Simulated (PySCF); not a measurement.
**Working out the ionisation energy of Sn**

Sn [Kr] 4d10 5s2 5p2 (3P) → Sn⁺ [Kr] 4d10 5s2 5p1 (2P). All numbers are calculated (PySCF 2.14, scalar relativity by spin-free X2C-1e, in x2c-QZVPPall (13s9p7d4f1g, 112 functions)). Frozen: [Kr] 4d10. Energies in hartree (1 hartree = 27.21139 eV):

| part | Sn (lower) | Sn⁺ (upper) |
| --- | --- | --- |
| UHF | -6173.829905 | -6173.578178 |
| CCSD correlation | -0.057716 | -0.044932 |
| (T) | -0.001795 | -0.000723 |

Problem. What does Hartree-Fock give?

Solution. (-6173.578178) − (-6173.829905) = 0.251727 hartree = 6.850 eV.

Problem. What do CCSD and CCSD(T) give?

Solution. The CCSD correlation energies differ by 0.012784 hartree = 0.348 eV and the triples by 0.001072 hartree = 0.029 eV, so CCSD gives 7.198 eV and CCSD(T) 7.227 eV.

Measured between the centres of the two terms (NIST): 7.389 eV, so CCSD(T) (valence) is off by -0.162 eV.

What remains against the reference includes basis incompleteness, the frozen core and higher excitations.
